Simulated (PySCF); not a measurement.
## Computed properties of C₂H₄F, SMILES C[CH]F

C2H4F, SMILES C[CH]F (connectivity only; charge and spin as stated), charge +1, multiplicity 1. Coordinates come from a PBE0-D3(BJ)/def2-TZVP optimisation. The spin state was assumed, not searched. The isomer is the one that the SMILES or the coordinates give; other isomers of the formula were not compared. Other conformers were not sampled. All values are computed for the isolated molecule unless a solvent is named; none is compared with measurement here.

**Structure.** The optimised structure has Cs symmetry. All 15 harmonic modes at PBE0-D3(BJ)/def2-TZVP (PySCF) are real, so it is a minimum. With heavy atoms numbered as in [CH3:1][CH:2][F:3], the shortest bond between them is C2–F3 at 1.249 Å and the longest C1–C2 at 1.419 Å.

**Vibrations.** The strongest infrared lines (harmonic, unscaled, degenerate partners summed) lie at 1283 cm⁻¹ (220 km/mol, H 72 %, C 25 %), 1604 cm⁻¹ (211 km/mol, C 64 %, H 24 %, F 13 %), 2966 cm⁻¹ (127 km/mol, H 96 %). The softest mode is at 97 cm⁻¹ and the zero-point energy is 34.1 kcal/mol.

**Electronic structure.** M06-2X/def2-TZVPD (PySCF) places the frontier levels at -19.88 and -8.85 eV, a gap of 11.03 eV and a mean polarisability of 22.6 bohr³. PBE/def2-TZVPD (PySCF) at the same geometry gives -16.48 and -11.16 eV, so its gap is 5.71 eV narrower. An orbital gap is neither the optical nor the fundamental gap.

**Excitations.** TDA-PBE0/def2-SVPD (PySCF) has S1 at 5.89 eV (210 nm, f = 0.000, dark); the most intense of the 10 singlets computed lies at 8.18 eV (f = 0.30). T1 (TDA) is at 5.22 eV, 0.67 eV under S1. TDA-PBE/def2-SVPD (PySCF) puts S1 at 5.50 eV. No vertical singlet excitation falls in the visible range (under 3.1 eV).

**NMR.** GIAO shifts at HF/pcSseg-2 (PySCF) (non-relativistic, atoms alike by connectivity averaged): ¹³C from 36.2 to 277.9 ppm against TMS; ¹H from 4.4 to 10.2 ppm against TMS; ¹⁹F at 217.1 ppm against CFCl3.

**Solvation.** SMD-ωB97X/def2-SVP (PySCF) gives -71.8 kcal/mol in water, -62.7 kcal/mol in ethylethanoate, -72.9 kcal/mol in N,N-dimethylformamide (1 M in both phases, gas-phase geometry); of these solvents N,N-dimethylformamide holds the molecule best.
